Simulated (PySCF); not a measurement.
C5H3FO.
InChI=1S/C5H3FO/c6-2-4-1-5(4)3-7/h1-3H/b4-2-

Torsions of this conformer, `[O:1]=[CH:2][C:3]1=[CH:4][C:5]/1=[CH:6]/[F:7]`: O1–C2–C3–C4 0°.

The closed-shell ground state was solved at several levels (PySCF, density fitting, gas phase, non-relativistic). One conformer (not necessarily the lowest) at the GFN2-xTB geometry, without solvent, vibrations or thermal averaging.

```json
{"level": "CAM-B3LYP/def2-SVPD", "basis functions": "170", "total energy (Eh)": "-366.8441", "HOMO (eV)": "-7.90", "LUMO (eV)": "-1.92", "gap (eV)": "5.98", "dipole (D)": "2.48"}
{"level": "B3LYP/pcJ-1", "basis functions": "219", "total energy (Eh)": "-367.2604", "HOMO (eV)": "-6.36", "LUMO (eV)": "-3.11", "gap (eV)": "3.25", "dipole (D)": "2.60"}
```

**Question.** Estimate the row for PBE0/pcSseg-1, a basis of 134 functions; the other rows only guide the guess.

**Answer.** Total energy -366.8123 Eh, HOMO -6.56 eV, LUMO -2.92 eV, gap 3.64 eV, dipole 2.54 D.

**Question.** Over all these levels, which gives the widest orbital gap and which the narrowest?

**Answer.** CAM-B3LYP/def2-SVPD (range-separated hybrid) has the widest, 5.98 eV, and B3LYP/pcJ-1 (global hybrid, 20 % exact exchange) the narrowest, 3.25 eV. Functional and basis both differ between the two, so the spread mixes both effects.

**Question.** How far do the dipole and the HOMO energy spread over the levels?

**Answer.** The dipole runs from 2.48 to 2.60 D (mean 2.54 D) and the HOMO from -7.90 to -6.36 eV.
